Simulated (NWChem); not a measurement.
System: Si2H4OF2; SMILES O[Si](F)(F)[SiH3]

```xyz
9

O      1.6177     0.8518     0.0037
Si     0.0413     0.4049    -0.0014
F     -0.7104     1.0484    -1.2821
F     -0.7192     1.0503     1.2730
Si    -0.1173    -1.9136     0.0000
H      1.8430     1.7882     0.0047
H      0.5300    -2.4511     1.2323
H     -1.5576    -2.3036    -0.0213
H      0.5674    -2.4554    -1.2100
```
Atoms are numbered in this order, from 1.

Results from NWChem. The geometry was optimised at PBE0/def2-SVP. B3LYP is NWChem's, with the RPA form of VWN correlation. Atomic charges in e: unrestrained fits to the electrostatic potential beside Mulliken populations; buried atoms are poorly determined by the fit.

Q: Predict the results for B3LYP/def2-SVP. Quantities: ESP O1; Mulliken O1; ESP Si2; Mulliken Si2; ESP F3; Mulliken F3; ESP F4; Mulliken F4; ESP Si5; Mulliken Si5; relative RMS misfit of the potential (%).

A: The ESP O1 comes out as -0.73, the Mulliken O1 comes out as -0.38 and the ESP Si2 is 1.02. The Mulliken Si2 comes out as 0.88. The ESP F3 comes out as -0.36 and the Mulliken F3 is -0.33. The ESP F4 is -0.36 and the Mulliken F4 is -0.33. The ESP Si5 is 0.13, the Mulliken Si5 is 0.16 and the relative RMS misfit of the potential (%) is 25.
